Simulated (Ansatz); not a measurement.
Input file for Ansatz (a program for electronic structure): R-RI-MP2/aug-cc-pVTZ on C3H5F (a complex), monomers drawn apart or pushed together. Files ending in .json are basis or fitting sets from the Basis Set Exchange.

Ansatz 0.2 input:
```yaml
crystal:
  periodic: [false, false, false]
  atoms:
    - {symbol: C, position_ang: [-0.13296582, -0.10574667, 0.11218648]}
    - {symbol: C, position_ang: [0.35732020, 0.38157968, -0.86583565]}
    - {symbol: H, position_ang: [-0.55975168, -0.53367843, 0.98988141]}
    - {symbol: H, position_ang: [0.78737977, 0.81099856, -1.73748790]}
    - {symbol: C, position_ang: [0.63250050, -0.02879038, 3.41968055]}
    - {symbol: F, position_ang: [-0.47407272, -0.75329321, 2.97164365]}
    - {symbol: H, position_ang: [1.11552861, 0.43367338, 2.55887900]}
    - {symbol: H, position_ang: [0.28576035, 0.73379517, 4.11679407]}
    - {symbol: H, position_ang: [1.31669899, -0.71668730, 3.91606638]}
basis:
  gaussian:
    orbitals: aug-cc-pVTZ
    fitting: {mean_field: def2-universal-JKFIT, correlation: aug-cc-pVTZ-RIFIT.json}
magnetization: {spin_polarized: false}
correlation: {method: mp2, electrons: outside_noble_gas}
scf: {lower_state_search: off}
```

Program output:

```
WARN ansatz: RAYON_NUM_THREADS=1 ignored (pool sized by the plan → 1); use --threads N
Functional definition: HF
these checks for a lower state are left out or cut short: stability, starts, cluster_reference, orbital_swaps, neighbouring_geometries, increment
integrals: 0.31 GiB planned
392 factors; integrals over basis functions are off by at most 9.1e-1 eV
mean field: 0.51 GiB planned
mean field evaluation 1: about -5873.7048 eV, gradient 3.2e1 eV
mean field evaluation 2: about -5875.9163 eV, gradient 1.3e1 eV
mean field evaluation 4: about -5876.2289 eV, gradient 1.0e0 eV
mean field -5876.23115670 eV, -215.9475119561 hartree, gradient 1.1e-6 eV, S^2 0.000000; 0 other end points of the search recorded, 0 dependent functions left out
4 core orbitals not correlated
654 factors; their error is unknown
reference -5876.23115670 eV, -215.9475119561 hartree; 12, 12 occupied and 283, 283 virtual orbitals, 654 factors
second order -20.70919221 eV of doubles, -0.00000000 eV of singles
Total energy: -5896.94034891 eV, -216.7085607326 hartree
Checks for a lower state left out: stability, starts, cluster_reference, orbital_swaps, neighbouring_geometries, increment
```

The calculation finished and met its thresholds.

Cost: around 1.8 core-seconds (rough).
